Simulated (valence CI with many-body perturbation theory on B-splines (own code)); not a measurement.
Au14+: magnetic and hyperfine properties of the levels

Calculated by valence CI with perturbative core correlation (CI+MBPT): five valence electrons over a frozen Dirac-Fock core [Kr] 4d10 4f14, radial functions for each j: 9 s, 9 p, 8 d, 6 f, 3 g, 1 h, with the one-electron correlation potential Σ1, the two-electron term Σ2, the three-electron term Σ3, Breit, model QED; selected CI, second order for the rest (own B-spline code, finite nucleus).

No measured spectrum was set against this ion. As an estimate, levels hold to about 250 cm⁻¹ or 0.2 % of their energy and the worst to 1 %, as in measured heavy ions of charge 2 to 7. Only levels of the ground parity were solved; by the run's estimate the other parity begins above the list, which can be wrong where configurations are misplaced.

A/g_I is the dipole constant over the nuclear g factor μ/I (μ in nuclear magnetons, uniformly magnetised nucleus), B/Q the quadrupole constant per barn. Both hold the static response of the core; the bare values leave it out. Large factors of s and p1/2 electrons are usually good to 5 to 10 %; those of open d and f shells near neutrality can be off by tens of per cent, and small factors of p3/2, d and f electrons come from cancelling terms and can be off by a factor of two or in sign, in half-filled shells by more. B is blank for J = 1/2, where it vanishes, and for nearly pure S terms. Energies count from the lowest level.

Levels are named by their leading jj configuration (3d3/2^4 stands for four electrons in 3d with j = 3/2), which in mixed levels can hold well under half, so a name can repeat and another be missing.

```json
{"Level": "(5s^2 5p1/2^2 5p3/2) J=3/2", "E (cm⁻¹)": "0.0", "g": "1.408", "A/g_I (MHz)": "10200", "A/g_I bare": "8950", "B/Q (MHz/b)": "20200", "B/Q bare": "18700"}
{"Level": "(5s^2 5p1/2 5p3/2^2) J=3/2", "E (cm⁻¹)": "151220", "g": "1.436", "A/g_I (MHz)": "-8970", "A/g_I bare": "-9220", "B/Q (MHz/b)": "5520", "B/Q bare": "5150"}
{"Level": "(5s^2 5p1/2 5p3/2^2) J=5/2", "E (cm⁻¹)": "169770", "g": "1.199", "A/g_I (MHz)": "31800", "A/g_I bare": "29800", "B/Q (MHz/b)": "-86.0", "B/Q bare": "-68.8"}
{"Level": "(5s^2 5p1/2 5p3/2^2) J=1/2", "E (cm⁻¹)": "193700", "g": "0.664", "A/g_I (MHz)": "114000", "A/g_I bare": "109000", "B/Q (MHz/b)": "", "B/Q bare": ""}
```

**Question.** Take the isotope of mass number 197, with I = 3/2, μ = 0.1452 μN and Q = 0.547 b. What is the hyperfine structure of (5s^2 5p1/2 5p3/2^2) J=1/2?

**Answer.** From the table A = 11100 MHz. Shifts from the centre of gravity in MHz: F = 1: -13900, F = 2: 8320.
